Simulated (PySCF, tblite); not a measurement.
A database entry of computed molecular properties. Lists by class give the value and the number of equivalent atoms.

```json
{
 "formula": "C4H9NSSi",
 "smiles": "[SiH3][S+]C1=CCNC1",
 "charge": 1,
 "multiplicity": 2,
 "geometry_level": "GFN2-xTB",
 "electronic_structure_code": "PySCF",
 "results": {
  "GFN2-xTB geometry": {
   "rotational_constants_GHz": [4.334, 1.002, 0.831]
  },
  "GFN2-xTB harmonic vibrations, gas phase": {
   "strongest_ir_bands_cm-1_km_per_mol_modes": [
    [355.3, 230.0, 1],
    [736.7, 131.5, 1],
    [753.1, 418.3, 1],
    [2336.6, 130.1, 1],
    [2339.0, 146.5, 1],
    [3476.3, 131.4, 1]
   ],
   "zpe_kcal_per_mol": 72.7
  },
  "UKS B3LYP, pcH-1 on C H N S Si, non-relativistic, mean-field spin-orbit, GIAO": {
   "g_iso": 2.00653,
   "g_tensor": [2.0021, 2.00664, 2.01085],
   "s2": 0.754,
   "a_iso_by_class_MHz": [
    ["1H", 221.3, 2],
    ["1H", 134.6, 2],
    ["13C", -34.5, 1],
    ["13C", -22.4, 1],
    ["14N", 20.5, 1]
   ]
  }
 }
}
```

g_iso is shifted by about +4210 ppm from the free-electron value 2.002319; the principal values span 0.0087. At 9.50 GHz, hν = g·μB·B₀ (B₀ the magnetic field) puts the centre of the isotropic spectrum, to first order, at 338.3 mT.

 In GFN2-xTB open shells enter through the occupations alone, without spin polarisation, so single modes can be far off. Hyperfine couplings depend on the geometry, which wasn't re-optimised at a DFT level. The unpaired spin is shared among atoms: the largest Mulliken spin population is 0.33. Couplings of like nuclei are plain means over topologically equivalent atoms, as if these changed places fast (by rotation of a methyl-like group, say); in this geometry the members of some sets differ.

One conformer stands for the species.
